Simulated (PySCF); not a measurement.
## How methods differ on the ionisation energy of Re⁶⁸⁺

Re⁶⁸⁺ [He] 2s2 2p3 (4S) → Re⁶⁹⁺ [He] 2s2 2p2 (3P), as a difference of total energies. All numbers are calculated (PySCF 2.14, scalar relativity by spin-free X2C-1e, in an uncontracted even-tempered set (18 s from 48 bohr⁻², ratio 2.2; 13 p from 63 bohr⁻², ratio 2.2; 5 d from 230 bohr⁻², ratio 2.4; 5 f from 350 bohr⁻², ratio 2.4; 4 g from 520 bohr⁻², ratio 2.4)). Correlated levels: nothing frozen; virtual orbitals above 40 to 60 times the deepest correlated orbital energy dropped. The calculations carry no spin-orbit coupling.

| method | ionisation energy (eV) |
| --- | --- |
| UHF | 17664.1 |
| LDA | 17655.0 |
| PBE | 17657.6 |
| PBE0 | 17659.6 |
| r2SCAN | 17664.6 |
| BHandHLYP | 17662.3 |
| TPSS | 17658.0 |
| MP2 (all electrons) | 17664.3 |
| SCS-MP2 (all electrons) | 17663.8 |

Spin-orbit coupling is strong in these open shells (close to jj coupling). The scalar numbers leave it out and a first-order estimate fails, so it can dominate the gap to the real levels.

For this ion Breit and QED terms and the two-electron picture change, all absent here, outweigh the differences among the correlated methods.

For comparison: 17120 ± 50 eV (theoretical estimate listed by NIST; NIST Atomic Spectra Database, ionization energies).
